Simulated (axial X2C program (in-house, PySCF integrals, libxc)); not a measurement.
## NaSn⁺: cheaper levels and CCSD(T), with spin–orbit coupling

Computed with an in-house all-electron X2C program for linear molecules (integrals from PySCF). Two-component (2c) means X2C with spin–orbit coupling and atomic mean-field two-electron Coulomb and Gaunt terms. Basis: Sn dyall-cv3z [11s12p9d4f1g], Na dyall-cv3z [9s8p5d2f] (cores contracted in-house); Gaussian nuclei, density fitting, unrestricted open shells. Masses: Sn 119.902 u, Na 22.990 u.

State: Ω = 0 (closed shell); fragments Sn + Na+.

| level | Re (Å) | ωe (cm⁻¹) |
| --- | --- | --- |
| PBE0 | 3.302 | 131.8 |
| HF | 3.390 | 121.3 |
| CCSD | 3.383 | 117.1 |
| PBEsol | 3.304 | 127.8 |

Correlated methods: 4 electrons correlated (number of frozen shells: Sn 4 s, 3 p, 2 d; Na 2 s, 1 p), 282 virtual spin orbitals or spinors in MP2, 58 natural virtuals in coupled cluster.

CCSD(T), same Hamiltonian and basis:

Re = 3.388 Å, ωe = 115.8 cm⁻¹; T1 = 0.033 (Lee–Taylor normalisation).

Problem. Give the differences from CCSD(T) in the columns below.

Solution. 

| level | ΔRe (Å) | Δωe (cm⁻¹) |
| --- | --- | --- |
| PBE0 | -0.086 | 16.0 |
| HF | 0.002 | 5.5 |
| CCSD | -0.005 | 1.3 |
| PBEsol | -0.084 | 12.0 |

Occupations by symmetry block were frozen at the best pattern of an incomplete PBE0 search. Closed shells are restricted here (equal orbitals for both partners); the stretched side of such a curve lies too high. De is not given where an atomic determinant may have missed its ground term or J level, or where the truncated virtual space spoils (T). Coupled cluster ran in a truncated set of natural virtual spinors; the MP2 energy of the rest was added. (T) has no such correction and the atoms are truncated less, which lowers De at CCSD(T) by a hundredth of an eV or more. The 2c shell is closed although the spin-free state is open, so other pairings can mix in. Without a current term, density functionals place determinants with orbital angular momentum somewhat too high. The atomic limit has a lower orbital projection than the molecule and lies lower at mean-field level, so De may be about a tenth of an eV too small. The T1 diagnostic is large, a sign of multireference character. With the outer-core shells frozen, correlated bond lengths of heavy atoms tend to come out a few hundredths of an ångström too long. The lowest spin-free determinant has another configuration (M_S = 1, Λ = 1), so the order of states is uncertain and this need not be the ground state.
